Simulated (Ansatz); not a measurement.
Breaking a bond: BrBe (cation, charge +1), lowest singlet found (which spin is the ground state isn't settled by this scan). Each curve is given relative to its own lowest point between 1.55 and 2.33 Å, where full CI is lowest.

```tsv
R / Å	A	B	C
1.55	49.9	45.4	49.4
1.67	17.4	15.1	17.0
1.79	3.1	2.3	2.8
1.89	0.0	0.0	0.0
1.98	1.7	2.2	2.0
2.05	5.0	5.7	5.5
2.13	10.1	11.0	11.0
2.18	13.9	14.9	15.0
2.23	17.9	18.9	19.3
2.33	26.3	27.5	28.4
2.43	34.9	36.1	40.9
2.56	45.4	47.0	—
2.73	57.6	60.0	—
2.90	67.2	71.1	—
```

Energies in kcal/mol.

Task: Assign the columns to these levels of theory: CCSDT(Q) on RHF/cc-pVDZ, cores with 3d frozen (Ansatz, a quantum-chemistry and plane-wave program); restricted B3LYP/cc-pVDZ (Ansatz); Ansatz with MP2 on UHF/cc-pVDZ, cores with 3d frozen.

Result: A is RCCSDT(Q); B is RKS-B3LYP; C is UMP2.

Dashes: no converged value, or the column stops at the first point that the program doubted or that broke a chosen test of continuity, which isn't proof of a fault.

The scan ran from 1.55 to 7.40 Å; beyond the distances shown full CI changes its symmetry label. The unrestricted determinant behind UMP2 is spin-contaminated at 2.43 to 2.90 Å (<S²> up to 1.0, against 0.00 for a pure singlet). The restricted form behind RKS-B3LYP keeps the bonding electrons paired and can't separate into open-shell fragments.
